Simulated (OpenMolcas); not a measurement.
CH2BF3O: a line through the functionals

CH2BF3O has 8 atoms, charge 0, and is taken as a singlet. SMILES: `OC(F)B(F)F`. The shape is that of a PBE0-D4/def2-TZVP optimisation. This is one conformer, not always the lowest.

The vertical ionisation energy (to the doublet cation) y, in eV, basis def2-SVP; a is the functional's share of exact exchange. Programs: OpenMolcas 26.06.

| functional | program | a | y (eV) |
| --- | --- | --- | --- |
| BLYP | OpenMolcas | 0 | 10.91 |
| TPSS | OpenMolcas | 0 | 11.12 |
| B3LYP | OpenMolcas | 0.2 | ? |
| PBE0 | OpenMolcas | 0.25 | 11.75 |
| BHLYP | OpenMolcas | 0.5 | 12.29 |

Question: Fit y = c + s·a to the known rows and predict B3LYP.

Answer: 
1. Means of the 4 rows: a = 0.1875, y = 11.518.
2. Σ(Δa)² = 0.17188, Σ(Δa·Δy) = 0.44437, so the slope is 0.44437/0.17188 = 2.5854.
3. Intercept: 11.518 − (2.5854) × 0.1875 = 11.033. The largest residual of the fit is 0.12.
4. B3LYP: 11.033 + (2.5854) × 0.2 = 11.55 eV.

The run gave 11.68 eV, so the prediction is off by -0.13 eV, about the largest residual. The rows mix families of semi-local functionals, which the line can't see.
